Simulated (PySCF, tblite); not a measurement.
Species: C5H15NOSi2.
Cartesian coordinates in Å at the GFN2-xTB level; atoms count from 1:
```xyz
24
C5H15NOSi2 angstrom
C      3.0750    2.1693    1.3572
N      2.5626    1.0332    1.4294
Si     1.0111    0.3969    1.8073
Si     0.3127   -0.6275   -0.1417
O      0.0587    0.4323   -1.3564
C      0.9699    1.3259   -1.9169
C     -1.4039   -1.4401    0.0437
C     -1.7955   -2.2168   -1.2085
C     -2.4868   -0.4220    0.3886
H      4.1109    2.2713    1.0404
H      2.5568    3.1046    1.5897
H      1.3597   -0.5375    2.8798
H      0.0686    1.3772    2.3888
H      1.2624   -1.6610   -0.6046
H      1.5093    1.8766   -1.1422
H      0.4173    2.0286   -2.5423
H      1.6996    0.7941   -2.5320
H     -1.3357   -2.1539    0.8717
H     -2.7649   -2.6983   -1.0791
H     -1.8583   -1.5455   -2.0614
H     -1.0597   -2.9861   -1.4310
H     -3.4530   -0.9124    0.5086
H     -2.5761    0.3125   -0.4085
H     -2.2524    0.0982    1.3154
```

Level of theory: PBE0/pcSseg-1 in PySCF (dipole) on a GFN2-xTB geometry, gas phase.

Masses are those of the commonest isotopes; rigid-rotor values at the optimised geometry. The values belong to one conformer with, in the numbering `[CH2:1]=[N:2][SiH2:3][Si@H:4]([O:5][CH3:6])[CH:7]([CH3:8])[CH3:9]`, C1–N2–Si3–Si4 116°, N2–Si3–Si4–O5 -66°, Si3–Si4–O5–C6 59°, Si3–Si4–C7–C8 -175°.

(1) Give the principal moments of inertia and the rotational constants in GHz.

(2) What kind of rotor is it?

(3) Is it planar, by Δ = Ic − Ia − Ib?

(4) List the rotational levels J(Ka,Kc) to J = 3 (cm⁻¹).

(5) Which types of transition are allowed, and where do some lines up to J = 5 fall?

(6) Estimate the classical rotational partition function at 100 K, 298.15 K and 500 K.

Results:

(1) Ia = 279.62, Ib = 747.18, Ic = 895.60 u·Å²; 505379 MHz·u·Å²/I gives 1807, 676.4 and 564.3 MHz, that is A = 1.8074, B = 0.6764, C = 0.5643 GHz.

(2) An asymmetric top: κ = (2 × 676.4 − 1807 − 564.3)/(1807 − 564.3) = -0.82.

(3) Not planar: Δ = Ic − Ia − Ib = -131.20 u·Å². For a rigid frame Δ = −2 Σ m c², so Σ m c² = 65.60 u·Å² lies off the ab plane: 23.41 from hydrogen and 42.19 from heavier atoms. The atom farthest from that plane is 2.01 Å away.

(4) Above 0(0,0):
J = 1: 1(0,1) 0.0414, 1(1,1) 0.0791, 1(1,0) 0.0828
J = 2: 2(0,2) 0.1239, 2(1,2) 0.1581, 2(1,1) 0.1694, 2(2,1) 0.2825, 2(2,0) 0.2828
J = 3: 3(0,3) 0.2470, 3(1,3) 0.2765, 3(1,2) 0.2989, 3(2,2) 0.4067, 3(2,1) 0.4080, 3(3,1) 0.6048, 3(3,0) 0.6048

(5) The dipole components are |μa| = 1.04 D, |μb| = 0.84 D, |μc| = 1.00 D. The squared components, which scale the intensities, stand as 1.00 : 0.65 : 0.92 (a : b : c). Some lines, for components of 0.1 D or more:

| type | branch | J(Ka,Kc) | MHz | lower level (cm⁻¹) |
| --- | --- | --- | --- | --- |
| c | Q | 5(1,5) ← 5(0,5) | 560 | 0.612 |
| b | R | 1(1,1) ← 0(0,0) | 2372 | 0.000 |
| c | Q | 4(2,3) ← 4(1,3) | 3017 | 0.471 |
| b | Q | 5(2,3) ← 5(1,4) | 3021 | 0.686 |
| a | R | 4(1,4) ← 3(1,3) | 4724 | 0.277 |
| a | R | 4(2,2) ← 3(2,1) | 5033 | 0.408 |
| a | R | 5(0,5) ← 4(0,4) | 6056 | 0.410 |
| b | R | 4(2,2) ← 3(1,3) | 8975 | 0.277 |
| c | R | 5(2,3) ← 4(1,3) | 9466 | 0.471 |
| b | R | 5(2,3) ← 4(1,4) | 10585 | 0.434 |
| c | R | 4(3,2) ← 3(2,2) | 10917 | 0.407 |
| c | R | 4(4,0) ← 3(3,0) | 13273 | 0.605 |
| c | R | 5(4,1) ← 4(3,1) | 14514 | 0.771 |
| c | R | 5(5,1) ← 4(4,1) | 16888 | 1.048 |

(6) Point group C1, symmetry number σ = 1; q = (√π/σ)·√((kT/h)³/(ABC)), k/h = 20836.6 MHz/K: 203000 at 100 K, 1040000 at 298.15 K, 2270000 at 500 K.

Its lowest GFN2-xTB frequency is 19i cm⁻¹, too small to tell a flat minimum from a shallow saddle. These are rigid-rotor constants of the computed structure; measured ground-state constants (B0) also hold zero-point vibration. A rigid rotor knows nothing of internal rotation, which can split or shift real lines. Quadrupole hyperfine structure (14N) is left out.
